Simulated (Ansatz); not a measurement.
Z-matrix (Å, degrees):
```
Ge
N 1 1.833
N 1 1.848 2 106.6
H 1 1.544 2 105.6 3 121.8
H 1 1.535 2 113.0 3 -115.5
Si 2 1.704 1 126.5 3 59.5
H 2 1.008 1 115.2 3 -119.8
H 3 1.011 1 113.8 2 -159.6
H 3 1.011 1 114.2 2 75.0
N 6 1.690 2 106.3 1 -21.2
F 6 1.604 2 114.3 1 96.3
H 6 1.483 2 108.7 1 -149.6
H 10 1.010 6 120.9 2 -26.6
H 10 1.004 6 124.2 2 158.6
```

The species carries charge 0 and has multiplicity 1.

Problem. List the ωB97M-V/def2-TZVPP orbital energies in eV (the Gaussian-basis code of Ansatz). (Estimate.)

Solution. The calculation gave: Occupied: -10866.81, -1807.42, -1362.59, -1210.32, -1210.32, -1210.31, -676.62, -394.32, -394.00, -393.67, -174.45, -148.31, -123.70, -123.69, -123.68, -102.47, -102.43, -102.39, -36.57, -36.53, -36.50, -36.44, -36.42, -35.19, -26.71, -26.18, -25.66, -18.35, -17.67, -16.47, -16.12, -15.29, -14.84, -14.60, -13.97, -13.52, -12.95, -12.18, -11.69, -10.17, -10.05, -9.73. Lowest empty: 2.01, 2.40, 2.89, 3.28, 3.51, 3.72, 3.91, 4.43.
